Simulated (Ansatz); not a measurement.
Consider the isomerisation: `OC(O)=[CH][SnH3]` → `C[O][Sn][O]C`.

Gas-phase electronic energies from Ansatz, PBE0-D4/def2-TZVP geometries. CBS: MP2 limit from def2 TZ/QZ plus the TZ coupled-cluster correction, frozen cores. DFT in def2-TZVPP. def2 core potentials past Kr. For Sn outer-core shells are correlated without core-valence functions, which leaves a few kJ/mol of doubt a bond. One conformer a species, not always the lowest.

```tsv
level	ΔE (eV)
PBE0-D4	-1.76
B2PLYP	-2.08
SCS-MP2/def2-QZVPP	-2.10
HF/CBS(def2)	-1.87
```

Q: What does CCSD(T)/CBS give? (Estimate.)

A: Ansatz gave: -1.96 eV. The listed levels differ from it by 0.20, -0.12, -0.14, 0.09 eV.

Largest T1 diagnostic among the species: 0.017.

From PBE to PBE0 (25 % exact exchange), in def2-TZVPP and without D4, ΔE moves by +0.17 eV.
